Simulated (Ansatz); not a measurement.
**Worked example: C2H3F3 + CH2FI → C2H3F2I + CH2F2**

Gas-phase species: C2H3F3 `FCC(F)F`, singlet; CH2FI (fluoroiodomethane) `FCI`, singlet; C2H3F2I `FCC(F)I`, singlet; CH2F2 (difluoromethane) `FCF`, singlet. The partners trade F for I; both sit on C, so the bond types are kept.

Shapes, held fixed at every level: PBE0-D4/def2-TZVP. Flexible molecules stand in one conformer, not always the lowest. Programs: Ansatz 0.2.0. The zero-point and thermal change to 298 K, harmonic and unscaled (PBE0-D4/def2-TZVP), is +0.8 kJ/mol.

At CCSD(T)/def2-TZVPP; 1 Eh = 2625.50 kJ/mol:

```
species  energy (Eh)
 C2H3F3  -377.087228
  CH2FI  -436.101620
C2H3F2I  -574.479419
  CH2F2  -238.710082
```

Problem. Work out ΔH(298 K) of the reaction at this level.

Solution. 
1. Products less reactants: (-574.479419) + (-238.710082) − [(-377.087228) + (-436.101620)] = -0.000653 Eh = -1.7 kJ/mol.
2. With the thermal change: -1.7 + (+0.8) = -0.9 kJ/mol.

Other levels give -4.8 (MP2/def2-TZVPP) to +11.2 kJ/mol (HF/def2-SVP). No measured value is set beside it here. For atoms past krypton def2 sets carry core potentials with scalar relativity. Outer-core shells of I are correlated, in sets that cover them unevenly. The levels disagree on the sign, so it isn't settled. That is about zero within the method's error.
